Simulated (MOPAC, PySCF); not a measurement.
H6InN3, SMILES `[NH2][In]([NH2])[NH2]`, neutral singlet in the gas phase. 

Cartesian coordinates (Å):
```xyz
10

N     -1.7134    -0.9614     0.6256
In     0.0010    -0.0101     0.0507
N      0.0009     2.0202    -0.1841
N      1.7551    -1.0462    -0.1065
H     -1.7944    -1.9333     0.3578
H     -2.5761    -0.4913     0.3850
H     -0.7184     2.5190     0.3229
H      0.8857     2.4804    -0.0149
H      2.4668    -0.6158    -0.6822
H      1.6746    -2.0185    -0.3731
```
Charge 0, multiplicity 1.

All levels are single points at this geometry (B3LYP-D3(BJ)/def2-TZVP); Pople sets use spherical d functions. Orbital energies aren't observables, and empty levels follow the basis.

B3LYP-D3(BJ)/def2-TZVP in PySCF gives gap (eV) = 5.46.

Estimate the gap (eV) from each of these levels: PBE-D3(BJ)/def2-TZVP in PySCF; B3LYP/6-311+G** (LANL2DZ on In) in PySCF; BP86/6-31G* (LANL2DZ on In) in PySCF; SVWN5/6-31G* (LANL2DZ on In) in PySCF; HF/6-31G* (LANL2DZ on In) in PySCF; AM1 in MOPAC; PM3 in MOPAC; PM7 in MOPAC.


```
level                                     gap (eV)
----------------------------------------  --------
PBE-D3(BJ)/def2-TZVP in PySCF                 3.79
B3LYP/6-311+G** (LANL2DZ on In) in PySCF      5.58
BP86/6-31G* (LANL2DZ on In) in PySCF          3.99
SVWN5/6-31G* (LANL2DZ on In) in PySCF         3.95
HF/6-31G* (LANL2DZ on In) in PySCF           12.53
AM1 in MOPAC                                  8.49
PM3 in MOPAC                                  7.44
PM7 in MOPAC                                  8.94
```
